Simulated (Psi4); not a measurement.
FK, charge -1, doublet, at the geometry of the source list (a state made from the parent by changing its charge; the spin is typed, not shown lowest) (a gas-phase anion, which may not be bound at this level); HF/6-311G** run with Psi4.

Here is a job for Psi4.
```
memory 2 GB

molecule mol {
-1 2
  K    -0.539800   -0.445200   -0.729200
  F     0.539800    0.445200    0.729200
}

set basis 6-311g**
set reference uhf
set damping_percentage 50

energy('scf')
print_variables()
```

It wrote (shortened):

```
   => Loading Basis Set <=

    Name: 6-311G**
    Role: ORBITAL
    Keyword: BASIS

         ---------------------------------------------------------
                                   SCF
               by Justin Turney, Rob Parrish, Andy Simmonett
                          and Daniel G. A. Smith
                              UHF Reference
         ---------------------------------------------------------

  ==> Geometry <==

    Molecular point group: c2v
    Full point group: C_inf_v

    Geometry (in Angstrom), charge = -1, multiplicity = 2:

       Center              X                  Y                   Z               Mass
    ------------   -----------------  -----------------  -----------------  -----------------
         K            0.000000000000     0.000000000000    -0.662496777055    38.963706486400
         F           -0.000000000000     0.000000000000     1.358710505734    18.998403162730

  Running in c2v symmetry.

  Rotational constants: A = ************  B =      0.32310  C =      0.32310 [cm^-1]
  Rotational constants: A = ************  B =   9686.39805  C =   9686.39805 [MHz]
  Nuclear repulsion =   44.769927258375425

  Charge       = -1
  Multiplicity = 2
  Electrons    = 29
  Nalpha       = 15
  Nbeta        = 14

  ==> Algorithm <==

  SCF Algorithm Type is DF.
  DIIS enabled.
  MOM disabled.
  Fractional occupation disabled.
  Guess Type is SAD.
  Energy threshold   = 1.00e-06
  Density threshold  = 1.00e-06
  Integral threshold = 1.00e-12

  ==> Primary Basis <==

  Basis Set: 6-311G**
    Blend: 6-311G**
    Number of shells: 25
    Number of basis functions: 57
    Number of Cartesian functions: 60
    Spherical Harmonics?: true
    Max angular momentum: 2

   => Loading Basis Set <=

    Name: (6-311G** AUX)
    Role: JKFIT
    Keyword: DF_BASIS_SCF

  ==> Integral Setup <==

  SCF_SUBTYPE=INCORE selected. In-core MEM_DF algorithm will be used.
  Using in-core AOs.

  ==> MemDFJK: Density-Fitted J/K Matrices <==

    J tasked:                   Yes
    K tasked:                   Yes
    wK tasked:                   No
    Algorithm:                 Core
    Schwarz Cutoff:           1E-12
    Mask sparsity (%):       3.2010
    Fitting Condition:        1E-10

   => Auxiliary Basis Set <=

  Basis Set: (6-311G** AUX)
    Blend: CC-PVTZ-JKFIT + DEF2-UNIVERSAL-JKFIT
    Number of shells: 69
    Number of basis functions: 239
    Number of Cartesian functions: 299
    Spherical Harmonics?: true
    Max angular momentum: 4

  Minimum eigenvalue in the overlap matrix is 2.4267277797E-02.
  Reciprocal condition number of the overlap matrix is 7.4112182874E-03.
    Using symmetric orthogonalization.

  ==> Pre-Iterations <==

  SCF Guess: Superposition of Atomic Densities via on-the-fly atomic UHF (no occupation information).

   -------------------------
    Irrep   Nso     Nmo
   -------------------------
     A1        28      28
     A2         3       3
     B1        13      13
     B2        13      13
   -------------------------
    Total      57      57
   -------------------------

  ==> Iterations <==

                           Total Energy        Delta E     RMS |[F,P]|

   @DF-UHF iter SAD:  -697.86977168232283   -6.97870e+02   0.00000e+00
   @DF-UHF iter   1:  -698.52416549824648   -6.54394e-01   1.69753e-02 DIIS/ADIIS
   @DF-UHF iter   2:  -698.59121171491006   -6.70462e-02   1.23595e-02 DIIS/ADIIS/DAMP=50%
   @DF-UHF iter   3:  -698.16667944144956    4.24532e-01   3.23185e-03 DIIS/ADIIS/DAMP=50%
   @DF-UHF iter   4:  -698.53673394985606   -3.70055e-01   3.93677e-03 DIIS/ADIIS/DAMP=50%
   @DF-UHF iter   5:  -698.55015235573160   -1.34184e-02   1.92727e-03 DIIS/ADIIS/DAMP=50%
   @DF-UHF iter   6:  -698.59733790187624   -4.71855e-02   8.56138e-04 DIIS/ADIIS/DAMP=50%
   @DF-UHF iter   7:  -698.66336624588223   -6.60283e-02   9.52873e-04 DIIS/ADIIS/DAMP=50%
   @DF-UHF iter   8:  -698.63006696544869    3.32993e-02   6.18616e-04 DIIS/ADIIS/DAMP=50%
   @DF-UHF iter   9:  -698.62106746214317    8.99950e-03   5.99063e-04 DIIS/ADIIS/DAMP=50%
   @DF-UHF iter  10:  -698.63056967169030   -9.50221e-03   5.62578e-04 DIIS/ADIIS/DAMP=50%
   @DF-UHF iter  11:  -698.62853549063675    2.03418e-03   5.01550e-04 DIIS/ADIIS/DAMP=50%
   @DF-UHF iter  12:  -698.62550040055737    3.03509e-03   4.57774e-04 DIIS/ADIIS/DAMP=50%
   @DF-UHF iter  13:  -698.62754748765235   -2.04709e-03   2.92139e-04 DIIS/ADIIS/DAMP=50%
   @DF-UHF iter  14:  -698.64003971200827   -1.24922e-02   2.01173e-04 DIIS/ADIIS/DAMP=50%
   @DF-UHF iter  15:  -698.63876135084422    1.27836e-03   1.48370e-04 DIIS/ADIIS/DAMP=50%
   @DF-UHF iter  16:  -698.64014802840290   -1.38668e-03   1.08062e-04 DIIS/ADIIS/DAMP=50%
   @DF-UHF iter  17:  -698.64272120260841   -2.57317e-03   8.89198e-05 DIIS/DAMP=50%
   @DF-UHF iter  18:  -698.64394294689248   -1.22174e-03   7.48235e-05 DIIS/DAMP=50%
   @DF-UHF iter  19:  -698.62676330454985    1.71796e-02   1.56427e-04 DIIS/ADIIS/DAMP=50%
   @DF-UHF iter  20:  -698.63893528457550   -1.21720e-02   1.28084e-04 DIIS/ADIIS/DAMP=50%
   @DF-UHF iter  21:  -698.64401707002173   -5.08179e-03   1.25233e-04 DIIS/ADIIS/DAMP=50%
   @DF-UHF iter  22:  -698.65507046926052   -1.10534e-02   8.87373e-05 DIIS/DAMP=50%
   @DF-UHF iter  23:  -698.65400660227124    1.06387e-03   8.69423e-05 DIIS/DAMP=50%
   @DF-UHF iter  24:  -698.64705876839798    6.94783e-03   1.11928e-04 DIIS/ADIIS/DAMP=50%
   @DF-UHF iter  25:  -698.64194542434211    5.11334e-03   1.32569e-04 DIIS/ADIIS/DAMP=50%
   @DF-UHF iter  26:  -698.65222972055381   -1.02843e-02   1.11631e-04 DIIS/ADIIS/DAMP=50%
   @DF-UHF iter  27:  -698.64085462629771    1.13751e-02   1.60691e-04 DIIS/ADIIS/DAMP=50%
   @DF-UHF iter  28:  -698.64433528885047   -3.48066e-03   1.48665e-04 DIIS/ADIIS/DAMP=50%
   @DF-UHF iter  29:  -698.63901511962843    5.32017e-03   1.71329e-04 DIIS/ADIIS/DAMP=50%
   @DF-UHF iter  30:  -698.63910478072967   -8.96611e-05   1.65112e-04 DIIS/ADIIS/DAMP=50%
[...]
   @DF-UHF iter  52:  -698.65338812079256   -1.80040e-02   3.13753e-04 DIIS/ADIIS/DAMP=50%
   @DF-UHF iter  53:  -698.65330297105470    8.51497e-05   3.45968e-04 DIIS/ADIIS/DAMP=50%
   @DF-UHF iter  54:  -698.64458100132106    8.72197e-03   3.93487e-04 DIIS/ADIIS/DAMP=50%
   @DF-UHF iter  55:  -698.60790954266440    3.66715e-02   4.55987e-04 DIIS/ADIIS/DAMP=50%
   @DF-UHF iter  56:  -698.63128105068597   -2.33715e-02   3.48303e-04 DIIS/ADIIS/DAMP=50%
   @DF-UHF iter  57:  -698.65396841742574   -2.26874e-02   2.92555e-04 DIIS/ADIIS/DAMP=50%
   @DF-UHF iter  58:  -698.64684711101791    7.12131e-03   3.33882e-04 DIIS/ADIIS/DAMP=50%
   @DF-UHF iter  59:  -698.66052123345207   -1.36741e-02   3.28550e-04 DIIS/ADIIS/DAMP=50%
   @DF-UHF iter  60:  -698.63202261776598    2.84986e-02   4.26492e-04 DIIS/ADIIS/DAMP=50%
   @DF-UHF iter  61:  -698.63562491195512   -3.60229e-03   4.08271e-04 DIIS/ADIIS/DAMP=50%
   @DF-UHF iter  62:  -698.65003589329331   -1.44110e-02   3.79620e-04 DIIS/ADIIS/DAMP=50%
   @DF-UHF iter  63:  -698.66603160316413   -1.59957e-02   3.80291e-04 DIIS/ADIIS/DAMP=50%
   @DF-UHF iter  64:  -698.63461347287091    3.14181e-02   4.94981e-04 DIIS/ADIIS/DAMP=50%
   @DF-UHF iter  65:  -698.63506198833886   -4.48515e-04   4.88161e-04 DIIS/ADIIS/DAMP=50%
   @DF-UHF iter  66:  -698.63379595583081    1.26603e-03   4.70839e-04 DIIS/ADIIS/DAMP=50%
   @DF-UHF iter  67:  -698.64882573637738   -1.50298e-02   4.47338e-04 DIIS/ADIIS/DAMP=50%
   @DF-UHF iter  68:  -698.64626383524376    2.56190e-03   4.78639e-04 DIIS/ADIIS/DAMP=50%
   @DF-UHF iter  69:  -698.59212864413337    5.41352e-02   5.82968e-04 DIIS/ADIIS/DAMP=50%
   @DF-UHF iter  70:  -698.64292482228836   -5.07962e-02   3.98362e-04 DIIS/ADIIS/DAMP=50%
   @DF-UHF iter  71:  -698.64698037435176   -4.05555e-03   3.96284e-04 DIIS/ADIIS/DAMP=50%
   @DF-UHF iter  72:  -698.65631579524643   -9.33542e-03   3.99094e-04 DIIS/ADIIS/DAMP=50%
   @DF-UHF iter  73:  -698.65368292902599    2.63287e-03   4.43248e-04 DIIS/ADIIS/DAMP=50%
   @DF-UHF iter  74:  -698.61296786117759    4.07151e-02   5.37747e-04 DIIS/ADIIS/DAMP=50%
   @DF-UHF iter  75:  -698.65449772128807   -4.15299e-02   4.21810e-04 DIIS/ADIIS/DAMP=50%
   @DF-UHF iter  76:  -698.67039239650558   -1.58947e-02   4.33136e-04 DIIS/ADIIS/DAMP=50%
   @DF-UHF iter  77:  -698.64880002415453    2.15924e-02   5.51004e-04 DIIS/ADIIS/DAMP=50%
   @DF-UHF iter  78:  -698.63951364002276    9.28638e-03   5.96647e-04 DIIS/ADIIS/DAMP=50%
   @DF-UHF iter  79:  -698.63277001801976    6.74362e-03   6.23300e-04 DIIS/ADIIS/DAMP=50%
   @DF-UHF iter  80:  -698.65259717926665   -1.98272e-02   5.79033e-04 DIIS/ADIIS/DAMP=50%
   @DF-UHF iter  81:  -698.65921049714700   -6.61332e-03   6.13193e-04 DIIS/ADIIS/DAMP=50%
   @DF-UHF iter  82:  -698.64306942096050    1.61411e-02   7.06242e-04 DIIS/ADIIS/DAMP=50%
   @DF-UHF iter  83:  -698.60949650435691    3.35729e-02   7.87140e-04 DIIS/ADIIS/DAMP=50%
   @DF-UHF iter  84:  -698.61846482069575   -8.96832e-03   7.05527e-04 DIIS/ADIIS/DAMP=50%
   @DF-UHF iter  85:  -698.60223513384744    1.62297e-02   6.87361e-04 DIIS/ADIIS/DAMP=50%
   @DF-UHF iter  86:  -698.63793010595646   -3.56950e-02   5.50264e-04 DIIS/ADIIS/DAMP=50%
   @DF-UHF iter  87:  -698.66045156844245   -2.25215e-02   5.07071e-04 DIIS/ADIIS/DAMP=50%
   @DF-UHF iter  88:  -698.66025878064511    1.92788e-04   5.63969e-04 DIIS/ADIIS/DAMP=50%
   @DF-UHF iter  89:  -698.63869322187281    2.15656e-02   6.64266e-04 DIIS/ADIIS/DAMP=50%
   @DF-UHF iter  90:  -698.62446706856986    1.42262e-02   6.95043e-04 DIIS/ADIIS/DAMP=50%
   @DF-UHF iter  91:  -698.61719347169924    7.27360e-03   6.77898e-04 DIIS/ADIIS/DAMP=50%
   @DF-UHF iter  92:  -698.62362006238038   -6.42659e-03   6.27101e-04 DIIS/ADIIS/DAMP=50%
   @DF-UHF iter  93:  -698.65124840783631   -2.76283e-02   5.51245e-04 DIIS/ADIIS/DAMP=50%
   @DF-UHF iter  94:  -698.65851236521280   -7.26396e-03   5.69731e-04 DIIS/ADIIS/DAMP=50%
   @DF-UHF iter  95:  -698.62336126983087    3.51511e-02   6.86502e-04 DIIS/ADIIS/DAMP=50%
   @DF-UHF iter  96:  -698.61606639142633    7.29488e-03   6.59584e-04 DIIS/ADIIS/DAMP=50%
   @DF-UHF iter  97:  -698.62936163074926   -1.32952e-02   5.92062e-04 DIIS/ADIIS/DAMP=50%
   @DF-UHF iter  98:  -698.63166568395718   -2.30405e-03   5.71716e-04 DIIS/ADIIS/DAMP=50%
   @DF-UHF iter  99:  -698.63060665028968    1.05903e-03   5.59422e-04 DIIS/ADIIS/DAMP=50%
   @DF-UHF iter 100:  -698.63162123200016   -1.01458e-03   5.44233e-04 DIIS/ADIIS/DAMP=50%

PsiException: Could not converge SCF iterations in 100 iterations.

  Failed to converge.

Traceback (most recent call last):
  File "psi4", line 375, in <module>
  File "<string>", line 24, in <module>
  File "site-packages/psi4/driver/driver.py", line 533, in energy
  File "site-packages/psi4/driver/procrouting/proc.py", line 2760, in run_scf
  File "site-packages/psi4/driver/procrouting/proc.py", line 2047, in scf_helper
  File "site-packages/psi4/driver/procrouting/scf_proc/scf_iterator.py", line 93, in scf_compute_energy
  File "site-packages/psi4/driver/procrouting/scf_proc/scf_iterator.py", line 86, in scf_compute_energy
  File "site-packages/psi4/driver/procrouting/scf_proc/scf_iterator.py", line 609, in scf_iterate

psi4.driver.p4util.exceptions.SCFConvergenceError: Could not converge SCF iterations in 100 iterations.

Printing out the relevant lines from the Psithon --> Python processed input file:
    ""","mol")
    core.IO.set_default_namespace("mol")
    core.set_global_option("BASIS", "6-311g**")
    core.set_global_option("REFERENCE", "uhf")
    core.set_global_option("DAMPING_PERCENTAGE", 50)
--> energy('scf')
    print_variables()

!-------------------------------------------------------!
!                                                       !
!  Could not converge SCF iterations in 100 iterations. !
!                                                       !
!-------------------------------------------------------!
```

The run did not converge; its last values are not results.
